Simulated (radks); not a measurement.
Results of a calculation; reference values are marked as such.
Effect of the nuclear size on neutral ruthenium, [Kr] 4d7 5s1. Code: a radial shooting solver on a logarithmic mesh with Libxc functionals. Model: Dirac Kohn-Sham, BLYP, spin-unpolarised, spherical densities, finite nucleus; open shells fill j = l - 1/2 first; Fermi nuclear charge, rms radius 4.4809 fm. The rms radius is varied about that value; shifts are against it.

rms radius (fm)  total energy shift (eV)  density at nucleus (e/bohr^3)  1s1/2 shift (meV)  2s1/2 shift (meV)  3p1/2 shift (meV)  4s1/2 shift (meV)  4p1/2 shift (meV)  5s1/2 shift (meV)
3.7505                            -0.585                      1.125e+05               -247              -26.9              0.335             -0.849              0.061             -0.052
4.1762                            -0.255                       1.11e+05               -108              -11.7              0.146             -0.370              0.027             -0.023
4.4809                                 0                      1.101e+05              0.000              0.000              0.000              0.000              0.000              0.000
4.6691                             0.165                      1.096e+05               69.8               7.60             -0.095              0.240             -0.017              0.015
5.2202                             0.684                      1.081e+05                289               31.4             -0.392              0.994             -0.072              0.061

Slopes of the eigenvalues against <r^2> in GHz/fm^2, as finite differences over the two radii next to the reference (eigenvalue slopes, not the field-shift constants of lines): 1s1/2 9840, 2s1/2 1070, 3p1/2 -13.4, 4s1/2 33.9, 4p1/2 -2.44, 5s1/2 2.09.
